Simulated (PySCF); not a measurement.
C7H4F2O.
Geometry (GFN2-xTB, Å), atoms numbered from 1 in this order:
```xyz
14
C7H4F2O angstrom
C      4.040   -0.128    0.673
C      2.842   -0.054    0.729
C      1.408    0.034    0.822
O      0.807    0.050    1.862
C      0.764    0.102   -0.562
C     -0.674    0.189   -0.489
C     -1.859    0.260   -0.325
C     -3.306    0.347   -0.236
F     -3.903   -0.690   -0.880
F     -3.770    1.478   -0.829
H      5.087   -0.193    0.615
H      1.163    0.975   -1.087
H      1.056   -0.789   -1.125
H     -3.656    0.344    0.810
```

The closed-shell SCF was solved with PySCF and density fitting under several settings on one GFN2-xTB geometry (grid level 2 and gas phase unless stated).

```
         settings  basis functions  SCF cycles     E (Eh)  HOMO (eV)  LUMO (eV)  dipole (D)
   PW91/def2-SVPD              241          18  -543.3522      -6.84      -3.37        4.36
OPBE/ANO-RCC-VDZP              160          19  -543.8000      -6.69      -3.18        4.31
```

Question: Estimate the rows for these settings: (1) PBE0/IGLO-II, IEF-PCM dimethylsulfoxide, energy threshold 1e-11 Eh; (2) mPW1PW91/ANO-RCC-VDZP, fitting basis def2-universal-jkfit.

Answer: 
```tsv
settings	basis functions	SCF cycles	E (Eh)	HOMO (eV)	LUMO (eV)	dipole (D)
PBE0/IGLO-II, IEF-PCM dimethylsulfoxide, energy threshold 1e-11 Eh	244	14	-543.4733	-8.26	-2.01	5.56
mPW1PW91/ANO-RCC-VDZP, fitting basis def2-universal-jkfit	160	12	-543.9285	-8.27	-2.18	4.51
```

Question: Over all rows, what range does the HOMO–LUMO gap span?

Answer: From 3.47 eV (PW91/def2-SVPD) to 6.25 eV (PBE0/IGLO-II, IEF-PCM dimethylsulfoxide, energy threshold 1e-11 Eh). The functional of the narrowest has no exact exchange, that of the widest 25 % exact exchange.

Question: And the dipole moment?

Answer: From 4.31 D (OPBE/ANO-RCC-VDZP) to 5.56 D (PBE0/IGLO-II, IEF-PCM dimethylsulfoxide, energy threshold 1e-11 Eh); the largest is 1.29 times the smallest, and the median is 4.44 D.

Whole jobs, the steps after the SCF included, on one thread of an Arm Neoverse V2, no GPU, shared host:

| settings | work after the SCF | wall time | peak memory |
| --- | --- | --- | --- |
| PW91/def2-SVPD | shieldings | 41 s | 0.83 GiB |
| OPBE/ANO-RCC-VDZP | shieldings | 1.7 min | 0.68 GiB |
| PBE0/IGLO-II, IEF-PCM dimethylsulfoxide, energy threshold 1e-11 Eh | shieldings | 28 s | 1.1 GiB |
| mPW1PW91/ANO-RCC-VDZP, fitting basis def2-universal-jkfit | shieldings, charges and field gradients | 34 s | 0.76 GiB |

Cycle counts include a coarse-grid stage where the run had one. ANO-RCC sets were contracted for a scalar-relativistic Hamiltonian, but ran non-relativistically here. One conformer (not necessarily the lowest) at the GFN2-xTB geometry, without vibrations or thermal averaging.
